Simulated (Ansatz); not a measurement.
Abridged output of a molecular run in Ansatz:

```
Functional definition: HF
729 factors; integrals over basis functions are off by at most 1.1e-3 eV
mean field evaluation 1: about -7687.3402 eV, gradient 2.6e1 eV
mean field evaluation 2: about -7687.3471 eV, gradient 2.6e1 eV
mean field evaluation 4: about -7689.2861 eV, gradient 2.6e0 eV
mean field evaluation 8: about -7689.3214 eV, gradient 1.1e-4 eV
mean field evaluation 32: about -7682.7517 eV, gradient 3.3e-4 eV
mean field -7689.32142735 eV, -282.5773504459 hartree, gradient 3.8e-6 eV, S^2 0.000000; 0 other end points of the search recorded, 0 dependent functions left out
6 core orbitals not correlated: weight in the atoms' cores, before any rotation towards them, 1.000 or more for the frozen orbitals, at most 0.000 for the correlated occupied ones
reference -7689.32142735 eV, -282.5773504459 hartree; 12, 12 occupied and 46, 46 virtual orbitals, 729 factors
second order -9.81250737 eV of doubles, -0.00000000 eV of singles
cycle   1  -9.97813250 eV  change   -1.7e-1 eV  update   1.0e-1
cycle   2  -10.43428720 eV  change   -4.6e-1 eV  update   3.5e-2
cycle   3  -10.52330334 eV  change   -8.9e-2 eV  update   1.6e-2
cycle   4  -10.52643782 eV  change   -3.1e-3 eV  update   4.2e-3
cycle   5  -10.52997868 eV  change   -3.5e-3 eV  update   1.5e-3
cycle   6  -10.53026270 eV  change   -2.8e-4 eV  update   5.0e-4
cycle   7  -10.53035199 eV  change   -8.9e-5 eV  update   2.2e-4
cycle   8  -10.53044538 eV  change   -9.3e-5 eV  update   1.1e-4
cycle   9  -10.53042013 eV  change    2.5e-5 eV  update   4.4e-5
cycle  10  -10.53039199 eV  change    2.8e-5 eV  update   1.6e-5
cycle  11  -10.53039009 eV  change    1.9e-6 eV  update   6.0e-6
perturbative correction -0.40409511 eV, -0.0148502213 hartree
Total energy: -7700.25591254 eV, -282.9791853651 hartree
```

Its atoms:

Cartesian coordinates in Å:
```
C 1.036 1.158 -0.189
N 0.254 0.395 0.151
In -1.645 -1.371 1.127
H 1.767 1.869 -0.509
H -1.413 -2.050 -0.580
```

Which basis set was used?
A. def2-QZVPP
B. def2-TZVPP
C. def2-SVP
D. def2-SVPD

C. It gives 64 functions.

Write the keys of the input that set method, charge and spin (a neutral closed shell needs none for the last two).


```yaml
correlation: {method: ccsd_t}
```
